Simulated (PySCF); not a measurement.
# Energy of Xe²⁺ (xenon, charge +2) between two integer charges

The 5p beta orbital of [Kr] 4d10 5s2 5p4 is emptied in steps (occupation f), with all orbitals relaxed, ending at [Kr] 4d10 5s2 5p3. Computed with PySCF 2.14 in aug-cc-pVTZ-DK3 (8s7p5d2f, 68 functions), with the spin-free X2C one-electron Hamiltonian (Gaussian nucleus). The exact energy is a straight line in f; departures are measured from the line between the end points of the same method.

```
   f  UHF (eV)  LDA (eV)  PBE (eV)  PBE0 (eV)  r2SCAN (eV)  LC-wPBE (eV)  BHandHLYP (eV)  wB97X (eV)  r2SCAN0 (eV)  B3LYP (eV)
   1     0.000     0.000     0.000      0.000        0.000         0.000           0.000       0.000         0.000       0.000
0.75     0.124    -0.927    -0.894     -0.643       -0.827        -0.113          -0.423      -0.238        -0.598      -0.721
 0.5     0.161    -1.236    -1.189     -0.853       -1.083        -0.146          -0.568      -0.335        -0.782      -0.964
0.25     0.119    -0.926    -0.889     -0.637       -0.788        -0.105          -0.430      -0.268        -0.568      -0.725
   0     0.000     0.000     0.000      0.000        0.000         0.000           0.000       0.000         0.000       0.000
```

| method | E(f=0) − E(f=1) (eV) | −ε at f=1 (eV) | −ε at f=0.5 (eV) |
| --- | --- | --- | --- |
| UHF | 29.356 | 30.028 | 29.344 |
| LDA | 30.829 | 25.892 | 30.831 |
| PBE | 30.480 | 25.709 | 30.492 |
| PBE0 | 30.502 | 27.064 | 30.518 |
| r2SCAN | 30.487 | 26.028 | 30.583 |
| LC-wPBE | 30.631 | 30.013 | 30.652 |
| BHandHLYP | 30.508 | 28.268 | 30.488 |
| wB97X | 30.700 | 29.482 | 30.621 |
| r2SCAN0 | 30.509 | 27.277 | 30.585 |
| B3LYP | 30.670 | 26.830 | 30.662 |

Orbital energy along the path (eV):

| f | UHF | LDA | PBE | PBE0 | r2SCAN | LC-wPBE | BHandHLYP | wB97X | r2SCAN0 | B3LYP |
| --- | --- | --- | --- | --- | --- | --- | --- | --- | --- | --- |
| 1 | -30.028 | -25.892 | -25.709 | -27.064 | -26.028 | -30.013 | -28.268 | -29.482 | -27.277 | -26.830 |
| 0.75 | -29.676 | -28.355 | -28.103 | -28.797 | -28.329 | -30.340 | -29.371 | -30.020 | -28.951 | -28.741 |
| 0.5 | -29.344 | -30.831 | -30.492 | -30.518 | -30.583 | -30.652 | -30.488 | -30.621 | -30.585 | -30.662 |
| 0.25 | -29.030 | -33.304 | -32.861 | -32.213 | -32.715 | -30.935 | -31.633 | -31.339 | -32.122 | -32.594 |
| 0 | -28.734 | -35.756 | -35.209 | -33.883 | -34.450 | -31.149 | -32.843 | -32.217 | -33.339 | -34.547 |

Reference removal energy between the ground levels: 31.05 ± 0.04 eV (semi-empirical (NIST evaluation); NIST Atomic Spectra Database, ionization energies). The calculation has no spin-orbit coupling. UHF lacks correlation.
